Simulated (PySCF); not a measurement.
PbCl3, SMILES [Pb-]([Cl])([Cl])[Cl], charge -1.

Geometry: PBE0-D3(BJ)/def2-SVPD. The isomer is the one that the SMILES or the coordinates give; other isomers of the formula were not compared. The def2 effective core potentials stand for the cores of Pb; spin–orbit coupling is left out.

Method: C-PCM-B3LYP/def2-SVPD (PySCF).

The values are the electrostatic part of the solvation free energy, E(continuum) − E(gas) at the gas-phase geometry, in a cavity of scaled van der Waals radii (PySCF's table); cavitation and dispersion terms are not included. A continuum can't describe solvent molecules that bind to the metal. In vacuum the orbital gap is 5.35 eV.

```tsv
solvent	ε	ΔG(elec) (kcal/mol)	gap (eV)
water	78.36	-52.2	5.85
benzene	2.27	-28.9	5.62
dichloromethane	8.93	-46.7	5.79
```
